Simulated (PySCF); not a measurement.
C₂H₅BrCd. Atoms are numbered in the order given.

```xyz
9

Cd     0.1809     0.4005     0.0000
Br    -0.1562    -2.0099     0.0000
C      0.4742     2.5005     0.0000
C     -0.8033     3.3305     0.0000
H      1.0946     2.7253    -0.8824
H      1.0946     2.7253     0.8824
H     -1.4282     3.1367     0.8857
H     -1.4282     3.1367    -0.8857
H     -0.5748     4.4106     0.0000
```
Charge 0, spin multiplicity 1.

Geometry optimised at PBE0-D3(BJ)/def2-SVP. The def2 effective core potentials stand for the cores of Cd; spin–orbit coupling is left out. The values are those of a single conformer.

These are B3LYP/def2-TZVP (PySCF) values and carry that method's errors.

Atomic charges (e):

| atom | Mulliken | Löwdin |
|---|---|---|
| Cd1 | [?] | 0.55 |
| Br2 | -0.41 | -0.23 |
| C3 | -0.41 | -0.55 |
| C4 | [?] | -0.36 |
| H5 | [?] | 0.12 |
| H6 | [?] | 0.12 |
| H7 | 0.11 | 0.12 |
| H8 | 0.11 | 0.12 |
| H9 | 0.11 | 0.12 |

Problem. Some entries are withheld; supply them. (The exact figures need the calculation; the answer reports its results.)

Solution. 
- Cd1, Mulliken: 0.61
- C4, Mulliken: -0.34
- H5, Mulliken: 0.11
- H6, Mulliken: 0.11
